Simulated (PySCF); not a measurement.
ClCu, charge -1, doublet, at a GFN2-xTB geometry (such geometries of metal compounds can be far from the true shape) (the multiplicity is a formal guess) (a gas-phase anion, which may not be bound at this level), with bond 1-2 at 2.4 times its length; CASSCF(5,5)/STO-3G run with PySCF.

Input for PySCF:
```python
from pyscf import gto, scf, mcscf
import numpy

mol = gto.Mole()
mol.atom = '''
    Cu    0.000000    0.000000   -3.779823
    Cl    0.000000    0.000000    1.346620
'''
mol.basis = 'sto-3g'
mol.charge = -1
mol.spin = 1
mol.verbose = 4
mol.build()

mf = scf.ROHF(mol)
mf.kernel()
mc = mcscf.CASSCF(mf, 5, 5)
mc.fix_spin_(ss=0.75)
mc.kernel()
occ = numpy.linalg.eigvalsh(mc.fcisolver.make_rdm1(mc.ci, mc.ncas, mc.nelecas))[::-1]
ss = mc.fcisolver.spin_square(mc.ci, mc.ncas, mc.nelecas)[0]
print('natural occupations', occ.round(4), ' <S^2>', round(ss, 4))
```

Output, abridged:

```
PySCF version 2.14.0

[INPUT] verbose = 4
[INPUT] num. atoms = 2
[INPUT] num. electrons = 47
[INPUT] charge = -1
[INPUT] spin (= nelec alpha-beta = 2S) = 1
[INPUT] symmetry False subgroup None
[INPUT] Mole.unit = angstrom
[INPUT] Symbol           X                Y                Z      unit          X                Y                Z       unit  Magmom
[...]
nuclear repulsion = 50.8899377177431
number of shells = 13
number of NR pGTOs = 81
number of NR cGTOs = 27
basis = sto-3g
ecp = {}

******** <class 'pyscf.scf.rohf.ROHF'> ********
method = ROHF
initial guess = minao
damping factor = 0
level_shift factor = 0
DIIS = <class 'pyscf.scf.diis.CDIIS'>
diis_start_cycle = 1
diis_space = 8
diis_damp = 0
SCF conv_tol = 1e-09
SCF conv_tol_grad = None
SCF max_cycles = 50
direct_scf = True
direct_scf_tol = 1e-13
num. doubly occ = 23  num. singly occ = 1
Set gradient conv threshold to 3.16228e-05
init E= -2071.47023174007

WARN: HOMO -0.104914982416915 >= LUMO -0.104914982416912

cycle= 1 E= -2067.54110657986  delta_E= 3.93  |g|= 0.101  |ddm|= 3.69
[...]
cycle= 2 E= -2062.30995108778  delta_E= 5.23  |g|= 0.696  |ddm|= 3.98

WARN: HOMO 0.0224595059598358 >= LUMO -0.458733457879014

cycle= 3 E= -2065.58592401497  delta_E= -3.28  |g|= 0.643  |ddm|= 1.57

WARN: HOMO 0.0128016313249386 >= LUMO -0.447390625091752

cycle= 4 E= -2065.58714594056  delta_E= -0.00122  |g|= 0.64  |ddm|= 0.00457

WARN: HOMO -0.123501920416399 >= LUMO -0.318228577439723

cycle= 5 E= -2065.60341081436  delta_E= -0.0163  |g|= 0.615  |ddm|= 0.0704

WARN: HOMO -0.153077893161298 >= LUMO -0.288460869464553

cycle= 6 E= -2065.60746960478  delta_E= -0.00406  |g|= 0.61  |ddm|= 0.0187

WARN: HOMO -0.214987381765488 >= LUMO -0.234168150000949

cycle= 7 E= -2065.61302250013  delta_E= -0.00555  |g|= 0.602  |ddm|= 0.0256
[...]
cycle= 8 E= -2072.69855033787  delta_E= -7.09  |g|= 0.93  |ddm|= 3.11
[...]
cycle= 9 E= -2072.69870599185  delta_E= -0.000156  |g|= 0.93  |ddm|= 0.00248

WARN: HOMO 3.2065515348276 >= LUMO 3.20654886490854

cycle= 10 E= -2067.54096643263  delta_E= 5.16  |g|= 0.105  |ddm|= 3.89
[...]
cycle= 11 E= -2062.38604087838  delta_E= 5.15  |g|= 0.431  |ddm|= 3.98

WARN: HOMO -0.14153714943486 >= LUMO -0.296867201825772

cycle= 12 E= -2065.605253684  delta_E= -3.22  |g|= 0.612  |ddm|= 1.56

WARN: HOMO -0.14522125267356 >= LUMO -0.293548209946707

cycle= 13 E= -2065.60551877685  delta_E= -0.000265  |g|= 0.611  |ddm|= 0.00117

WARN: HOMO -0.166619548627967 >= LUMO -0.272423904381023

[...]
SCF not converged.
CASCI E = -2071.77062484636  S^2 = 0.7500000
[...]
macro iter  40 ( 20 JK    4 micro), CASSCF E = -2074.93272060461  dE =  5.64072616e-06  S^2 = 0.7500000
               |grad[o]|=0.00438  |grad[c]|=0.00292  |ddm|=0.0197  |maxRot[o]|=0.0258
macro iter  41 ( 20 JK    4 micro), CASSCF E = -2074.93272855376  dE = -7.94914558e-06  S^2 = 0.7500000
               |grad[o]|=0.00467  |grad[c]|=0.000768  |ddm|=0.00426  |maxRot[o]|=0.00556
macro iter  42 ( 21 JK    4 micro), CASSCF E = -2074.93272681033  dE =  1.74342540e-06  S^2 = 0.7500000
               |grad[o]|=0.002  |grad[c]|=0.00196  |ddm|=0.013  |maxRot[o]|=0.00928
macro iter  43 ( 21 JK    4 micro), CASSCF E = -2074.93275615352  dE = -2.93431885e-05  S^2 = 0.7500000
               |grad[o]|=0.00221  |grad[c]|=0.000543  |ddm|=0.00279  |maxRot[o]|=0.0253
macro iter  44 ( 21 JK    4 micro), CASSCF E = -2074.93275889119  dE = -2.73766318e-06  S^2 = 0.7500000
               |grad[o]|=0.00234  |grad[c]|=0.00462  |ddm|=0.00655  |maxRot[o]|=0.0143
macro iter  45 (  7 JK    2 micro), CASSCF E = -2074.93283670998  dE = -7.78187905e-05  S^2 = 0.7500000
               |grad[o]|=0.00187  |grad[c]|=0.0075  |ddm|=0.00663  |maxRot[o]|=0.0441
macro iter  46 (  7 JK    2 micro), CASSCF E = -2074.93293603176  dE = -9.93217859e-05  S^2 = 0.7500000
               |grad[o]|=0.003  |grad[c]|=0.0108  |ddm|=0.00992  |maxRot[o]|=0.0555
macro iter  47 (  7 JK    2 micro), CASSCF E = -2074.93304937100  dE = -1.13339238e-04  S^2 = 0.7500000
               |grad[o]|=0.00279  |grad[c]|=0.0115  |ddm|=0.0103  |maxRot[o]|=0.0622
macro iter  48 (  7 JK    2 micro), CASSCF E = -2074.93318296967  dE = -1.33598671e-04  S^2 = 0.7500000
               |grad[o]|=0.00236  |grad[c]|=0.0104  |ddm|=0.008  |maxRot[o]|=0.0659
macro iter  49 (  7 JK    2 micro), CASSCF E = -2074.93334517888  dE = -1.62209208e-04  S^2 = 0.7500000
               |grad[o]|=0.00202  |grad[c]|=0.00834  |ddm|=0.00612  |maxRot[o]|=0.0678
macro iter  50 (  7 JK    2 micro), CASSCF E = -2074.93353898379  dE = -1.93804908e-04  S^2 = 0.7500000
               |grad[o]|=0.00211  |grad[c]|=0.00646  |ddm|=0.00425  |maxRot[o]|=0.0688
1-step CASSCF not converged,  50 macro (755 JK 162 micro) steps
CASSCF canonicalization
Density matrix diagonal elements [0.9925559  1.10781784 0.10972224 1.33512855 1.45477547]
CASSCF energy = -2074.93353898379
CASCI E = -2074.93353898379  E(CI) = -9.12758466908645  S^2 = 0.7500000
natural occupations [1.9989e+00 1.0031e+00 1.0000e+00 9.9670e-01 1.3000e-03]  <S^2> 0.75
```

Convergence was not reached.
